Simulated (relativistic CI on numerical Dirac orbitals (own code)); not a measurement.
Ni²⁺ in a cubic cluster: 2p photoemission with charge transfer

Computed with a charge-transfer multiplet model of a cubic metal-ligand cluster with up to 2 ligand holes, Slater and spin-orbit integrals from Dirac-Coulomb-Breit ions, Slater integrals scaled by 0.7. The parameters are those of a tetrahedral site (10Dq negative, t2 hopping the larger). The ground state mixes d8 with configurations of k ligand holes L, whose averages lie at kΔ + k(k − 1)U_dd/2; a core hole lowers each added d electron by U_cd. 20 K, Lorentzian 0.6 eV and Gaussian 0.8 eV FWHM.

Atomic integrals in eV (Slater integrals scaled, ζ unscaled), ground: F2dd 8.519, F4dd 5.287, zeta_d 0.080; with the core hole: F2dd 9.781, F4dd 6.109, zeta_d 0.114, zeta_core 11.406, F2cd 5.866, G1cd 4.475, G3cd 2.546.

Cluster parameters (eV): U_dd = 7.4, U_cd = 8.8, 10Dq = -0.35, 10Dq(ligand) = 0, V(eg) = 0.9, V(t2g) = -1.53, final-state hopping factor = 0.8.

```tsv
Case	n_d	d8	d9L	d10L2	S
Δ = 2.9 eV	8.17	0.83	0.17	0.00	1.00
Δ = 4.9 eV	8.10	0.90	0.09	0.00	1.00
Δ = 5.9 eV	8.08	0.93	0.07	0.00	1.00
Δ = 7.9 eV	8.05	0.95	0.05	0.00	1.00
Δ = 8.9 eV	8.04	0.96	0.04	0.00	1.00
```

Weights, n_d and S are thermal averages at 20 K. Binding energies count from the first peak over 30 % of the highest in each spectrum, which can be another peak from case to case. The parameters are a model scan and need not match a compound or its usual spin state. Peaks in eV (height, largest 100):
- Δ = 2.9 eV: 0.0 (100), 4.6 (73), 5.6 (66), 7.2 (63), 9.5 (41), 17.9 (51), 21.8 (30), 24.8 (85)
- Δ = 4.9 eV: 0.0 (100), 3.7 (83), 5.1 (66), 7.9 (33), 18.2 (52), 22.6 (79)
- Δ = 5.9 eV: 0.0 (100), 3.3 (79), 4.7 (48), 6.7 (32), 18.3 (54), 22.2 (69)
- Δ = 7.9 eV: 0.0 (100), 3.4 (53), 6.3 (23), 18.6 (70), 22.0 (32)
- Δ = 8.9 eV: 0.0 (100), 3.8 (39), 6.6 (16), 18.9 (82), 22.4 (19)

For the case Δ = 5.9 eV, Δ = 5.9 eV is smaller than U_dd = 7.4 eV, the charge-transfer side of the Zaanen-Sawatzky-Allen scheme. With the core hole the configuration with one ligand hole lies at Δ − U_cd = -5.9, -3.9, -2.9, -0.9, 0.1 eV from the one without, in the order of the table; where this is negative the screened configuration lies lower, though the effective hopping of about 1.7 eV (from the holes of the mixed ground state) mixes the two strongly wherever it is as large as the gap.
